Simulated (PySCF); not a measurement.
Se(Et)(OMe) (C3H8OSe), SMILES CC[Se]OC. Geometry optimised at TPSSh-D3(BJ)/def2-SVP. The values are those of a single conformer.

Computed equilibrium geometry at TPSSh-D3(BJ)/def2-SVP (PySCF confirms it by a frequency run) as Cartesian coordinates in Å (one conformer of several):
```xyz
13

Se    -0.1668    -0.0215     0.8309
C     -0.0044    -1.6266    -0.2807
C     -0.4770    -1.4502    -1.7166
H     -0.6034    -2.3751     0.2662
H      1.0485    -1.9423    -0.2336
H      0.1235    -0.6809    -2.2244
H     -1.5351    -1.1499    -1.7566
H     -0.3590    -2.3930    -2.2771
O      0.9521     1.0404    -0.1614
C      0.3018     2.0625    -0.9036
H     -0.2028     2.7964    -0.2501
H      1.0990     2.5779    -1.4625
H     -0.4387     1.6593    -1.6170
```
Charge 0, spin multiplicity 1.
